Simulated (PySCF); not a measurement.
Isomers of C2H13NOSi3.

All values: PBE0/def2-SVPD (PySCF) at PBE0-D3(BJ)/def2-SVP geometries, gas phase, one conformer each. Core orbitals are frozen in the response; Δα² is half the sum of the squared differences of the principal polarisabilities.

Question: Rank by polarisability anisotropy Δα, highest first.
A. `[CH3:1][O:2][SiH2:3][N:4]([SiH3:5])[SiH2:6][CH3:7]` with C1–O2–Si3–N4 177°, O2–Si3–N4–Si5 -179°, Si3–N4–Si6–C7 179°
B. `[CH3:1][CH2:2][SiH2:3][O:4][SiH2:5][SiH2:6][NH2:7]` with C1–C2–Si3–O4 179°, C2–Si3–O4–Si5 33°, Si3–O4–Si5–Si6 53°, O4–Si5–Si6–N7 -32°, Si5–Si6–N7–H -157° and 66°
C. `[CH3:1][N:2]([CH3:3])[SiH2:4][SiH2:5][O:6][SiH3:7]` with C1–N2–Si4–Si5 -45°, N2–Si4–Si5–O6 -175°, Si4–Si5–O6–Si7 178°
D. `[CH3:1][N:2]([CH3:3])[Si@@H:4]([SiH3:5])[O:6][SiH3:7]` with C1–N2–Si4–Si5 158°, N2–Si4–O6–Si7 -30°

Answer: C (5.80 Å³), A (4.56 Å³), B (3.41 Å³), D (2.91 Å³).

Question: Rank by dipole moment, highest first.
A. `[CH3:1][CH2:2][SiH2:3][O:4][SiH2:5][SiH2:6][NH2:7]` with C1–C2–Si3–O4 179°, C2–Si3–O4–Si5 33°, Si3–O4–Si5–Si6 53°, O4–Si5–Si6–N7 -32°, Si5–Si6–N7–H -157° and 66°
B. `[CH3:1][N:2]([CH3:3])[SiH2:4][O:5][SiH2:6][SiH3:7]` with C1–N2–Si4–O5 133°, N2–Si4–O5–Si6 -42°, Si4–O5–Si6–Si7 9°
C. `[CH3:1][N:2]([CH3:3])[SiH2:4][SiH2:5][O:6][SiH3:7]` with C1–N2–Si4–Si5 -45°, N2–Si4–Si5–O6 -175°, Si4–Si5–O6–Si7 178°
D. `[CH3:1][O:2][SiH2:3][N:4]([SiH3:5])[SiH2:6][CH3:7]` with C1–O2–Si3–N4 177°, O2–Si3–N4–Si5 -179°, Si3–N4–Si6–C7 179°

Answer: A (1.76 D), B (1.49 D), C (1.15 D), D (0.55 D).

Question: Rank by mean static polarisability, highest first.
A. `[CH3:1][N:2]([CH3:3])[SiH2:4][SiH2:5][O:6][SiH3:7]` with C1–N2–Si4–Si5 -45°, N2–Si4–Si5–O6 -175°, Si4–Si5–O6–Si7 178°
B. `[CH3:1][CH2:2][SiH2:3][O:4][SiH2:5][SiH2:6][NH2:7]` with C1–C2–Si3–O4 179°, C2–Si3–O4–Si5 33°, Si3–O4–Si5–Si6 53°, O4–Si5–Si6–N7 -32°, Si5–Si6–N7–H -157° and 66°
C. `[CH3:1][O:2][SiH2:3][N:4]([SiH3:5])[SiH2:6][CH3:7]` with C1–O2–Si3–N4 177°, O2–Si3–N4–Si5 -179°, Si3–N4–Si6–C7 179°
D. `[CH3:1][N:2]([CH3:3])[Si@@H:4]([SiH3:5])[O:6][SiH3:7]` with C1–N2–Si4–Si5 158°, N2–Si4–O6–Si7 -30°

Answer: A (18.10 Å³), D (17.77 Å³), B (17.51 Å³), C (17.04 Å³).

All values together:

```json
{"SMILES": "CO[SiH2]N([SiH3])[SiH2]C", "μ (D)": "0.55", "HOMO (eV)": "-7.35", "LUMO (eV)": "0.06", "α (Å³)": "17.04", "Δα (Å³)": "4.56", "ΔSCF removal energy (eV)": "9.00"}
{"SMILES": "CN(C)[SiH2][SiH2]O[SiH3]", "μ (D)": "1.15", "HOMO (eV)": "-6.34", "LUMO (eV)": "-0.61", "α (Å³)": "18.10", "Δα (Å³)": "5.80", "ΔSCF removal energy (eV)": "8.09"}
{"SMILES": "CN(C)[Si@@H]([SiH3])O[SiH3]", "μ (D)": "1.59", "HOMO (eV)": "-6.69", "LUMO (eV)": "-0.12", "α (Å³)": "17.77", "Δα (Å³)": "2.91", "ΔSCF removal energy (eV)": "8.43"}
{"SMILES": "CC[SiH2]O[SiH2][SiH2]N", "μ (D)": "1.76", "HOMO (eV)": "-7.19", "LUMO (eV)": "-0.63", "α (Å³)": "17.51", "Δα (Å³)": "3.41", "ΔSCF removal energy (eV)": "8.96"}
{"SMILES": "CN(C)[SiH2]O[SiH2][SiH3]", "μ (D)": "1.49", "HOMO (eV)": "-6.71", "LUMO (eV)": "-0.17", "α (Å³)": "17.65", "Δα (Å³)": "2.74", "ΔSCF removal energy (eV)": "8.45"}
```

Conformers: `[CH3:1][O:2][SiH2:3][N:4]([SiH3:5])[SiH2:6][CH3:7]` with C1–O2–Si3–N4 177°, O2–Si3–N4–Si5 -179°, Si3–N4–Si6–C7 179°; `[CH3:1][N:2]([CH3:3])[SiH2:4][SiH2:5][O:6][SiH3:7]` with C1–N2–Si4–Si5 -45°, N2–Si4–Si5–O6 -175°, Si4–Si5–O6–Si7 178°; `[CH3:1][N:2]([CH3:3])[Si@@H:4]([SiH3:5])[O:6][SiH3:7]` with C1–N2–Si4–Si5 158°, N2–Si4–O6–Si7 -30°; `[CH3:1][CH2:2][SiH2:3][O:4][SiH2:5][SiH2:6][NH2:7]` with C1–C2–Si3–O4 179°, C2–Si3–O4–Si5 33°, Si3–O4–Si5–Si6 53°, O4–Si5–Si6–N7 -32°, Si5–Si6–N7–H -157° and 66°; `[CH3:1][N:2]([CH3:3])[SiH2:4][O:5][SiH2:6][SiH3:7]` with C1–N2–Si4–O5 133°, N2–Si4–O5–Si6 -42°, Si4–O5–Si6–Si7 9°.

Question: By how much does the ΔSCF value exceed −ε(HOMO) over the species that have both?

Answer: By 1.65 to 1.77 eV, 1.73 eV on average, over 5 species.
